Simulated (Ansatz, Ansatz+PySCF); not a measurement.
```yaml
atoms:
  - { symbol: Li, position_ang: [0.0000, 0.0000, -0.3795] }
  - { symbol: H, position_ang: [0.0000, 0.0000, 1.1385] }
```

Basis set: 6-31G (spherical functions). All electrons are correlated. Charge 0, multiplicity 1.

Computed with Ansatz (development build ahead of 0.2.0); each method stands on the lowest determinant of its kind that the runs found. Restricted open shells among the atoms or ions are ROHF, correlated in semicanonical orbitals with singles. Restricted functionals stand beside restricted open-shell atoms, which can lie above the unrestricted atoms usual in DFT and then raise those values.

The atomization energy at this shape (free ground-state atoms in the same class of orbitals less the molecule, no zero-point energy) of singlet LiH:

```tsv
method	atomization energy
PBE0 (restricted)	206.8 kJ/mol
RHF-CCSD(T)	174.2 kJ/mol
RHF	126.2 kJ/mol
```

Question: What does RHF-MP2 give?

Answer: 158.2 kJ/mol.

This basis has no polarisation functions and is too small for such energies, which can lie far from measured ones in either direction.
